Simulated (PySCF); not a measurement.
Computed magnetic data of one metal complex (SC-NEVPT2 in the d shell, PySCF, with spin-orbit coupling):

```
T / K  χT / cm³ K mol⁻¹  μeff / μB
    2             1.486       3.45
    5             1.487       3.45
   10             1.489       3.45
   20             1.493       3.46
   30             1.496       3.46
   50             1.504       3.47
   75             1.513       3.48
  100             1.523       3.49
  150             1.542       3.51
  200             1.560       3.53
  250             1.579       3.55
  300             1.598       3.58
```

Powder magnetisation at 2 K: 0.65 μB at 0.5 T, 1.20 μB at 1 T, 1.90 μB at 2 T, 2.21 μB at 3 T, 2.40 μB at 5 T, 2.43 μB at 7 T.

Which of these complexes, all computed at model or optimised geometries, gave the data?
A. [CrF6]2- (d2, octahedral)
B. Ni(OH)2 (d8, linear)
C. [NiCl6]4- (d8, octahedral)
D. [NiBr4]2- (d8, tetrahedral)

C. [NiCl6]4- (d8, octahedral) has NEVPT2: 2S+1 = 3, 3.58 μB at 300 K, 3.45 μB at 10 K, 2.43 μB at 7 T. The others: [NiBr4]2- (d8, tetrahedral) has NEVPT2: 2S+1 = 3, 4.17 μB at 300 K, 1.70 μB at 10 K, 0.44 μB at 7 T; [CrF6]2- (d2, octahedral) has NEVPT2: 2S+1 = 3, 2.43 μB at 300 K, 1.00 μB at 10 K, 0.30 μB at 7 T; Ni(OH)2 (d8, linear) has NEVPT2: 2S+1 = 3, 4.05 μB at 300 K, 1.73 μB at 10 K, 0.46 μB at 7 T.

On [NiCl6]4-: No frequencies were computed for the optimised geometry.
